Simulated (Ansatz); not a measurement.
A structure relaxed at PBE0-D4/def2-TZVP, charge 0, multiplicity 1:

```xyz
8

N     0.363    1.828   -0.065
In    0.313   -0.172   -0.246
N    -0.981   -1.487    0.551
Cl    1.997   -1.101   -1.570
H     0.864    2.303   -0.803
H    -0.523    2.291    0.083
H    -1.404   -1.229    1.431
H    -0.629   -2.432    0.618
```

(1) Give its formula and SMILES.

(2) Point group (tolerance 0.08 Å, 0.16 Å for H)?

(3) Summarise the bond lengths by kind.

Results:

(1) ClH4InN2, `[NH2][In]([NH2])[Cl]`.

(2) C2.

(3) 2 × In–N 2.009 Å; 4 × H–N 1.010 to 1.011 Å; 1 × Cl–In 2.335 Å.

Computed with Ansatz.
